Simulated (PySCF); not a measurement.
A structure optimised at B3LYP-D3(BJ)/def2-SVP, used in a PySCF frequency run:

```
C
C 1 1.3407
H 2 1.0908 1 121.59
H 2 1.0926 3 118.89 1 180.00
C 1 1.4201 2 125.47 3 180.00
C 5 1.2138 2 154.37 3 180.00
H 6 1.0738 2 162.61 3 180.00
Br 1 1.9230 2 120.08 3 0.00
```

Task: Write its SMILES, formula and point group.

Result: C#CC(=C)Br, C4H3Br, Cs

Task: What are its rotational constants (standard atomic weights)?

Result: 5.9335, 2.0949, 1.5483 GHz
